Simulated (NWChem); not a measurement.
A series in which one site is exchanged, each optimised at PBE0/def2-SVP with NWChem, gas phase unless a solvent is named. All stand in one matching conformer (torsions within 35°), which need not be the lowest. This build's default masses of Se (78.918 u) and Br (79.917 u) are each other's, which moves their modes by up to 0.6 %. Shieldings are non-relativistic GIAO values without spin-orbit effects.

A: N[SiH](O)Cl (SiNH₄OCl; site = Cl)
B: F[SiH](O)N (SiNH4OF; site = F)
C: N[SiH](Br)O (SiNH$_{4}$OBr; site = Br)

```
quantity                                                    A      B      C
--------------------------------------------------------  ---  -----  -----
dipole (D), PBE0/def2-SVP                                 ___   0.88   1.20
orbital gap (eV), PBE0/def2-SVP                           ___   9.34   9.00
highest harmonic frequency (cm⁻¹), PBE0/def2-SVP          ___   3938   3929
vertical ionisation energy, ΔSCF, PBE0/def2-SVP (eV)      ___  10.46   9.92
29Si shift against tetramethylsilane, PBE/pcSseg-1 (ppm)  ___  -39.3  -17.9
```

Q: Fill in the missing entries.

A: 
- dipole (D), PBE0/def2-SVP, A: 1.04
- orbital gap (eV), PBE0/def2-SVP, A: 9.24
- highest harmonic frequency (cm⁻¹), PBE0/def2-SVP, A: 3933
- vertical ionisation energy, ΔSCF, PBE0/def2-SVP (eV), A: 10.16
- 29Si shift against tetramethylsilane, PBE/pcSseg-1 (ppm), A: -24.7
